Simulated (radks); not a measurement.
Question: The mean radii <r> (bohr) of the occupied orbitals of an atom or ion are listed with their occupations. All-electron calculation, scalar-relativistic Kohn-Sham, SCAN, spin-polarised, spherical densities, finite nucleus; meta-GGA in the generalised Kohn-Sham scheme; Fermi nuclear charge, rms radius of each element as measured or else 0.836 A^(1/3) + 0.57 fm. Program: a radial shooting solver on a logarithmic mesh with Libxc functionals.

orbital  occ.      <r>
1s down     1  0.02191
1s up       1  0.02191
2s up       1  0.09323
2s down     1  0.09323
2p up       3  0.08237
2p down     3  0.08236
3s up       1   0.2441
3s down     1   0.2438
3p up       3   0.2429
3p down     3   0.2426
3d up       5   0.2214
3d down     5   0.2210
4s up       1   0.5526
4s down     1   0.5531
4p up       3   0.5847
4p down     3   0.5855
4d up       5   0.6356
4d down     5   0.6378
5s up       1    1.322
5s down     1    1.355
5p up       3    1.544
5p down     3    1.571
4f up       7   0.8471
5d up       1    2.309

Name the element and its charge. Open shells, if any, are filled with parallel spins first.

Answer: Z = 64, gadolinium, charge +2: Gd2+ in [Xe] 4f7 5d1. The 1s radius gives Z: for a bare nucleus <r> = (2 gamma + 1)/(2Z) with gamma = sqrt(1 - (Z/c)^2), 0.02163 bohr for Z = 64, and screening makes it slightly larger (0.02191 here). The occupations add up to 62, and the charge is Z minus that.
